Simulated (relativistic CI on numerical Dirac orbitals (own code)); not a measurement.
**What each ingredient does to the levels of Cd¹⁸⁺**

Base calculation: Dirac-Coulomb-Breit CI, separate exchange-only KLI orbitals for each configuration, QED by a radiative potential, unscaled Slater integrals.

CI space (outside the closed core [Ar]): 3d10 4s2, 3d10 4s 4p, 3d10 4p2, 3d10 4s 4d, 3d10 4d2, 3d10 4s 4f, 3d10 4p 4d, 3d10 4f2, 3d10 4p 4f, 3d10 4s 5s, 3d10 4d 4f, 3d10 4s 5p, 3d10 4s 5d, 3d10 4s 5f, 3d10 4s 5g, 3d10 4s 6s, 3d10 4s 6p, 3d10 4s 6d, 3d10 4s 6f, 3d10 4s 7s, 3d9 4s2 4p, 3d9 4s2 4d, 3d9 4s2 4f, 3d9 4s2 5s, 3d9 4s2 5p, 3d9 4s2 5d. Double excitations out of closed p, d and f shells are left out; levels of such configurations are missing from the list, as are those of other unlisted configurations, and high levels can miss mixing partners. These lack a partner that the ground configuration has and come out too high: 3d9 4s2 4p, 3d9 4s2 4d, 3d9 4s2 4f, 3d9 4s2 5s, 3d9 4s2 5p.

Variants: (1) valence Slater integrals scaled by 0.9; (2) one mean potential for all configurations. Shifts of the energy above 3d10 4s2 1S_0, in cm⁻¹, for the lowest level and the first level of each name with at least 55 % of one term (blank where a level changes its place among those of its configuration and J or its character, or is not in the variant):

```
           Level     Base   Δ(1)  Δ(2)
   3d10 4s2 1S_0        0      0     0
3d10 4s 4p 3P°_0   281184   +895   +62
3d10 4s 4p 3P°_1   296536   +312   +71
3d10 4s 4p 3P°_2   352690   +849   +59
3d10 4s 4p 1P°_1   436847  -7303  +199
   3d10 4p2 3P_0   658629  -1686   +89
   3d10 4p2 3P_1   710663   -329   +90
   3d10 4p2 1D_2   713540   +484   +83
   3d10 4p2 3P_2   780645   +439   +83
   3d10 4p2 1S_0   841150  -6666   +86
 3d10 4s 4d 3D_1   918571   -672   -19
 3d10 4s 4d 3D_2   923230   -737   -19
 3d10 4s 4d 3D_3   931461   -660   -18
 3d10 4s 4d 1D_2   995962  -8389    +3
3d10 4p 4d 3F°_2  1215902  +2237   +15
3d10 4p 4d 3F°_3  1247613  +1753   +15
3d10 4p 4d 3D°_1  1281143  -3863    +5
3d10 4p 4d 3F°_4  1296004  +2655   +20
3d10 4p 4d 3P°_0  1332184  -2457   +11
3d10 4p 4d 3D°_3  1334477  -2683    +4
3d10 4p 4d 3P°_1  1335429  -2670   +11
3d10 4p 4d 1F°_3  1371518  -3188   -30
```

At this charge energies of transitions that change n are usually good to better than 1 %, and those within a shell (Δn = 0) to a few per cent.

Ionisation energy from the two ground configurations alone: base 513.318 eV. The NIST ASD value (theoretical) is 513 eV.

LS names give the leading component of a level, which can be under half, so a name can repeat, a term be missing and a line seem to break the LS rules.
